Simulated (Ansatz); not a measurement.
`C#[C][GeH]([CH3])[F]` → `FC1=[CH][GeH2][CH2]1`  (isomerisation)

Program: Ansatz. Geometries: PBE0-D4/def2-TZVP. ΔE: electronic, gas phase. CCSD(T)/CBS adds triple-zeta CCSD(T) − MP2 to the extrapolated MP2 energy (def2 sets, frozen cores). Functionals use def2-TZVPP. B3LYP here is the variant with VWN-RPA as its local correlation; programs differ in this. HSE06 is defined as in plane-wave codes. For Ge outer-core shells are correlated without core-valence functions, which leaves a few kJ/mol of doubt a bond. Scalar relativity is left out up to krypton.

`C#[C][GeH]([CH3])[F]`:

Cartesian coordinates in Å:
```
C -0.949 0.880 2.355
C -0.380 0.273 1.483
Ge 0.529 -0.629 0.083
C 0.146 0.160 -1.637
F -0.117 -2.247 0.055
H -1.457 1.407 3.131
H 2.016 -0.779 0.426
H 0.513 1.187 -1.667
H 0.629 -0.415 -2.427
H -0.931 0.164 -1.801
```

`FC1=[CH][GeH2][CH2]1`:

```xyz
10

F    -0.984   -0.189   -2.198
C    -0.553   -0.058   -0.941
C    -1.295    0.244    0.127
Ge    0.290    0.153    1.240
C     0.894   -0.255   -0.616
H    -2.358    0.435    0.170
H     0.381   -0.997    2.255
H     0.805    1.464    1.852
H     1.260   -1.266   -0.803
H     1.560    0.469   -1.086
```

```tsv
level	ΔE (kJ/mol)	difference from CCSD(T)/CBS
LDA (SPW92)	24.7	-78.7
B97M-V	82.9	-20.5
B3LYP-D4	98.8	-4.6
HSE06-D4	64.3	-39.1
CAM-B3LYP-D4	96.3	-7.1
ωB97X-V	84.7	-18.7
ωB97M-V	91.1	-12.3
PBE	65.7	-37.7
BLYP	106.8	3.4
B3LYP	102.3	-1.1
r2SCAN0	79.3	-24.1
MP2/def2-SVP	101.8	-1.6
CCSD/def2-SVP	95.4	-8.0
SCS-MP2/def2-TZVPP	121.9	18.5
CCSD/def2-TZVPP	110.0	6.6
SCS-MP2/def2-QZVPP	121.8	18.4
CCSD(T)/CBS	103.4	0
```

Largest T1 diagnostic among the species: 0.012.

At CCSD(T), def2-SVP lies −12.2 kJ/mol from the extrapolated value and def2-TZVPP +2.7 kJ/mol. Leaving LDA and LC-ωPBE aside and taking each functional with its dispersion term where it has one, the values, not all of them listed here, spread over 47.4 kJ/mol, from PBE-D4 to B2PLYP. LDA lies −41.1 kJ/mol from PBE without D4. The D4 term adds −3.5 kJ/mol with B3LYP and −1.5 kJ/mol with PBE0; it sums over pairs of atoms, weighted by their polarisabilities, and B3LYP, whose exchange is more repulsive, gets the larger term.
